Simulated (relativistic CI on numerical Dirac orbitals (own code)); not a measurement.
**Sensitivity of the levels of Os LV to α and to the nuclear radius**

These numbers are calculated, not measured: Dirac-Coulomb-Breit CI, orbitals from a KLI potential per configuration, derivatives by finite differences, unscaled Slater integrals, QED left out (own radial code, finite nucleus).

CI space (outside the closed core [Ne] 3s2): 3p6 3d4, 3p5 3d5, 3p4 3d6, 3p6 3d3 4p, 3p6 3d2 4s2, 3p6 3d2 4s 4p. Levels of other configurations are missing.

With x = (α/α₀)² − 1 an excitation energy changes as ω = ω₀ + qx; K = 2q/ω₀ is the relative enhancement. Terms are leading LS components, so labels can repeat. The field-shift factor is F = δν/δ⟨r²⟩ for the transition from the lowest level.

Lowest level 3p6 3d4 3P_0.

| Level | ω₀ (cm⁻¹) | q (cm⁻¹) | K | F (GHz/fm²) |
| --- | --- | --- | --- | --- |
| 3p6 3d4 5D_1 | 591480 | 675300 | 2.28 | 18.1 |
| 3p6 3d4 3F_4 | 693706 | 660100 | 1.9 | 18.6 |
| 3p6 3d4 5D_2 | 722392 | 692300 | 1.92 | 19.3 |
| 3p6 3d4 3F_3 | 751709 | 684800 | 1.82 | 19.4 |
| 3p6 3d4 5D_0 | 1257616 | 1.349e+06 | 2.15 | 36.7 |
| 3p6 3d4 5D_2 | 1260291 | 1.327e+06 | 2.11 | 36.1 |
| 3p6 3d4 3H_4 | 1281324 | 1.34e+06 | 2.09 | 36.7 |
| 3p6 3d4 5D_3 | 1300349 | 1.345e+06 | 2.07 | 36.9 |
| 3p6 3d4 3H_5 | 1330009 | 1.326e+06 | 1.99 | 36.9 |
| 3p6 3d4 1I_6 | 1353699 | 1.317e+06 | 1.95 | 37 |
| 3p6 3d4 3D_1 | 1376888 | 1.358e+06 | 1.97 | 37.6 |
| 3p6 3d4 3F_3 | 1402537 | 1.329e+06 | 1.9 | 37.3 |
| 3p6 3d4 3G_4 | 1406264 | 1.335e+06 | 1.9 | 37.5 |

At this charge energies of transitions that change n are usually good to better than 1 %, and those within a shell (Δn = 0) to a few per cent.
